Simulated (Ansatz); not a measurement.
Breaking the Bi1–H2 bond in BiH3 (SMILES [BiH3]) (multiplicity 1 held, fragments rigid). Energies count from the point at 1.797 Å.
Geometry at that point (charge 0, multiplicity 1):
```
atom    x (Å)    y (Å)    z (Å)
----  -------  -------  -------
Bi     0.0006  -0.0011   0.0359
H     -1.4703  -0.2134  -0.9736
H      0.9197  -1.1034  -1.0448
H      0.4970   1.4112  -0.9575
```

Signs of static correlation in def2-SVP, with CASSCF(2,2), from Ansatz (a quantum-chemistry and plane-wave program) runs.

```tsv
R (Å)	T1 of restricted CCSD	⟨S²⟩ of UHF	largest double amplitude of restricted CCSD	weight of the CASSCF reference in MRCISD	CASSCF natural occupations
1.437	0.013	0.000	0.061	0.930	1.98 0.02
1.617	0.014	0.000	0.061	0.930	1.97 0.03
1.797	0.015	0.000	0.061	0.930	1.96 0.04
1.976	0.016	0.000	0.075	0.930	1.94 0.06
2.156	0.019	0.000	0.113	0.930	1.91 0.09
2.425	(withheld)	0.459	0.211	0.930	1.85 0.15
2.695	0.034	0.736	0.302	0.929	1.77 0.23
3.144	0.054	0.923	0.468	0.929	1.56 0.44
3.593	(withheld)	0.984	0.641	0.929	1.36 0.64
4.132	0.092	1.006	0.809	0.929	1.19 0.81
4.851	0.101	1.012	0.937	0.929	1.07 0.93
5.749	0.102	1.013	0.997	0.929	1.02 0.98
```

Q: Fill in the missing entries.

A: 
- 2.425, T1 of restricted CCSD: 0.025
- 3.593, T1 of restricted CCSD: 0.075

Doubts at one or more of the structures used: a restricted determinant that unrestricted orbitals would lower (R-CCSD(T)/def2-SVP); other coupled-cluster roots lie near (R-CCSD(T)/def2-SVP); T1 above 0.05 (R-CCSD(T)/def2-SVP, U-CCSD(T)/def2-SVP); a spin-contaminated determinant (U-CCSD(T)/def2-SVP).
